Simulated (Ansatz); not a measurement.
Molecule: sum formula BNH2Cl2 (charge 0, singlet). SMILES: NB(Cl)Cl
Geometry from a B3LYP-D3(BJ)/def2-TZVP (Ansatz, a program for electronic structure) optimisation:
```
B
N 1 1.3854
H 2 1.0060 1 122.41
H 2 1.0060 3 115.18 1 180.00
Cl 1 1.7704 2 120.26 3 180.00
Cl 1 1.7704 2 120.26 3 0.00
```
Charge 0, spin multiplicity 1.

Quantity: vertical triplet-singlet gap (E(triplet) - E(singlet); each state is the SCF solution reached for its spin), in kcal/mol. Correlated levels leave the core frozen unless marked. Open shells are spin-unrestricted. Spin-orbit coupling is left out. No relativistic terms. CBS(X,Y): correlation extrapolated as X^-3; Hartree-Fock from the larger set.

CCSD(T)/CBS(aug-cc-pV(T+d)Z,aug-cc-pV(Q+d)Z) (Ansatz) gives 155.8 kcal/mol.

Question: Another calculation gave 151.8 kcal/mol. Which level was it?
A) BHLYP/def2-TZVPD (Ansatz)
B) PBE0/def2-TZVPD (Ansatz)
C) r2SCAN/def2-TZVPD (Ansatz)
D) B2PLYP/def2-TZVPD (Ansatz)

Answer: D, B2PLYP/def2-TZVPD (Ansatz). The others give 143.5 (PBE0), 139.3 (r2SCAN), 148.7 (BHLYP) kcal/mol.
